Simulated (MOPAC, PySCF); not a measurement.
H$_{3}$B$_{3}$, SMILES `B1BB1`, neutral singlet in the gas phase. 

Cartesian coordinates (Å):
```xyz
6

B     -0.5354    -0.7514     0.0499
B      0.8916    -0.3737    -0.3108
B     -0.6115     0.7661     0.0244
H     -1.2158    -1.7047     0.2484
H      1.9276     0.1283    -0.5776
H     -0.4565     1.9355    -0.0457
```
Charge 0, multiplicity 1.

All levels are single points at this geometry (PBE0-D3(BJ)/def2-TZVP); Pople sets use spherical d functions. Orbital energies aren't observables, and empty levels follow the basis.

| level | HOMO (eV) | LUMO (eV) | gap (eV) | dipole (D) | vertical IE, Delta-SCF (eV) |
|---|---|---|---|---|---|
| PBE0-D3(BJ)/def2-TZVP in PySCF | -6.99 | -3.70 | 3.28 | 1.14 | – |
| B3LYP/6-311+G** in PySCF | -6.76 | -3.86 | 2.90 | 1.13 | – |
| B3LYP/6-31G* in PySCF | -6.45 | -3.52 | 2.93 | 1.09 | 9.09 |
| BP86/6-31G* in PySCF | -5.86 | -4.40 | 1.46 | 0.96 | – |
| M06-2X/6-31G* in PySCF | -7.75 | -2.41 | 5.33 | 1.19 | – |
| SVWN5/6-31G* in PySCF | -5.91 | -4.50 | 1.41 | 0.95 | 9.45 |
| HF/6-31G* in PySCF | -8.55 | 0.36 | 8.91 | 1.51 | 7.72 |
| HF/STO-3G in PySCF | -6.48 | 3.50 | 9.99 | 1.51 | – |
| PM6 in MOPAC | -8.10 | -1.72 | 6.38 | 2.33 | – |
